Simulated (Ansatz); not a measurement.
Geometry optimisation, Ansatz 0.2.0, RKS PBE0/def2-SVP.

Input:

```yaml
crystal:
  periodic: [false, false, false]
  atoms:
    - { symbol: F, position_ang: [-1.8518, 1.1136, -0.4712] }
    - { symbol: C, position_ang: [-0.87, 0.7778, 0.3524] }
    - { symbol: O, position_ang: [-1.1637, -0.5003, 0.8867] }
    - { symbol: Si, position_ang: [0.2955, -1.3465, 0.2711] }
    - { symbol: Ge, position_ang: [0.8009, 0.5764, -0.6938] }
    - { symbol: H, position_ang: [-1.88466, -0.32981, 1.5434] }
    - { symbol: H, position_ang: [1.1698, -1.7645, 1.3486] }
    - { symbol: H, position_ang: [-0.151, -2.357, -0.7112] }
    - { symbol: H, position_ang: [2.0167, 1.2884, 0.0411] }
    - { symbol: H, position_ang: [0.575, 0.6192, -2.1857] }
basis:
  gaussian: { orbitals: def2-SVP }
hamiltonian:
  xc: pbe0
relax:
  f_tol: 0.02
  max_steps: 50
```

Command:

```bash
$ ansatz run input.yaml --threads 2 --pin off --max-ram 3072MiB --backend cpu --events-out ev --progress --plain --runs-dir out
```

**Question.** Where does it end, and by what steps?

**Answer.** It converged. After 35 steps the energy has fallen by 1.977 eV; O3 moved furthest, 1.06 Å. Parted: C2–O3.

| step | energy less start (eV) | largest force component (eV/Å) | accepted |
| --- | --- | --- | --- |
| 0 | 0.0000 | 4.270 | yes |
| 2 | -1.3340 | 0.777 | yes |
| 4 | -1.4952 | 0.556 | yes |
| 6 | -1.6013 | 1.060 | yes |
| 8 | -1.7270 | 1.723 | yes |
| 10 | -1.8235 | 0.774 | yes |
| 12 | -1.8840 | 0.722 | yes |
| 14 | -1.9134 | 0.210 | yes |
| 16 | -1.9217 | 0.141 | yes |
| 18 | -1.9289 | 0.265 | yes |
| 20 | -1.9362 | 0.337 | yes |
| 22 | -1.9431 | 0.144 | yes |
| 24 | -1.9490 | 0.386 | yes |
| 26 | -1.9566 | 0.224 | yes |
| 28 | -1.9712 | 0.119 | yes |
| 30 | -1.9283 | 1.160 | no |
| 32 | -1.9758 | 0.039 | yes |
| 34 | -1.9767 | 0.022 | yes |
| 35 | -1.9767 | 0.012 | yes |

```xyz
10
Properties=species:S:1:pos:R:3
F -1.906 1.720 -1.107
C -1.243 1.226 -0.109
O -0.819 -1.136 1.667
Si 0.149 -1.540 0.375
Ge 0.608 0.622 -0.582
H -1.318 -0.313 1.520
H 1.370 -2.241 0.861
H -0.530 -2.408 -0.636
H 1.509 1.372 0.419
H 1.117 0.774 -2.029
```

Whether the end is a true minimum wasn't checked by a vibrational analysis.

Time of the run: 2.4 min on 2 threads of AMD EPYC 7B13 (Zen 3), with other jobs on the host, peak memory 0.32 GiB.
